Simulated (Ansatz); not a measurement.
The cluster Na3Cl3⁻, relaxed as a doublet with UKS PBE-D4/def2-SVPD in Ansatz, starting from the GFN1-xTB geometry. Force threshold 0.02 eV/Å.

The highest occupied level of the charge -1 doublet lies above zero (up to 0.49 eV). It is a level of α spin, whose loss leaves a singlet; that state wasn't run at this geometry and level. The electron is either unbound and held by the finite basis, or the level is raised by self-interaction error. The relaxation made no stability test and no search for a lower SCF solution. The structure comes from a short search, and lower isomers may exist.

Start:

```tsv
atom	x (Å)	y (Å)	z (Å)
Na1	0.029	-1.108	0.544
Na2	-0.285	0.730	-1.822
Na3	0.291	2.038	1.017
Cl4	0.512	0.294	2.813
Cl5	1.619	-1.075	-1.564
Cl6	-2.166	-0.879	-0.989
```

```json
{"step": "1", "energy (eV)": "-50785.5005", "largest force component (eV/Å)": "0.352", "SCF passes": "15"}
{"step": "2", "energy (eV)": "-50785.6587", "largest force component (eV/Å)": "0.188", "SCF passes": "20"}
{"step": "3", "energy (eV)": "-50785.7071", "largest force component (eV/Å)": "0.053", "SCF passes": "20"}
{"step": "4", "energy (eV)": "-50785.7150", "largest force component (eV/Å)": "0.048", "SCF passes": "18"}
{"step": "5", "energy (eV)": "-50785.7369", "largest force component (eV/Å)": "0.077", "SCF passes": "18"}
{"step": "6", "energy (eV)": "-50785.7874", "largest force component (eV/Å)": "0.144", "SCF passes": "18"}
{"step": "7", "energy (eV)": "-50785.8520", "largest force component (eV/Å)": "0.136", "SCF passes": "18"}
{"step": "8", "energy (eV)": "-50785.8720", "largest force component (eV/Å)": "0.182", "SCF passes": "18"}
{"step": "9", "energy (eV)": "-50785.9190", "largest force component (eV/Å)": "0.133", "SCF passes": "22"}
{"step": "10", "energy (eV)": "-50785.9443", "largest force component (eV/Å)": "0.056", "SCF passes": "23"}
{"step": "11 (rejected)", "energy (eV)": "-50785.9417", "largest force component (eV/Å)": "0.053", "SCF passes": "18"}
{"step": "12", "energy (eV)": "-50785.9490", "largest force component (eV/Å)": "0.014", "SCF passes": "18"}
{"step": "13", "energy (eV)": "-50785.9490", "largest force component (eV/Å)": "0.024", "SCF passes": "18"}
{"step": "14", "energy (eV)": "-50785.9493", "largest force component (eV/Å)": "0.002", "SCF passes": "17"}
```

Force components are those of the run's own axes.

End:

```xyz
6

Na   -0.307   -1.177    0.653
Na   -0.690    0.625   -2.095
Na    1.307    1.709    0.794
Cl    0.364    0.237    2.737
Cl    1.591   -0.204   -1.023
Cl   -2.265   -1.189   -1.066
```

Bonds formed: Na3–Cl5 (atoms count from 1).

The force fell under the threshold at step 12, but the optimiser went on. No frequencies were taken in this run, so the end may be a saddle point.

Hardware: 4 threads of Intel Xeon Platinum 8488C on a shared host. Wall time 33 s.
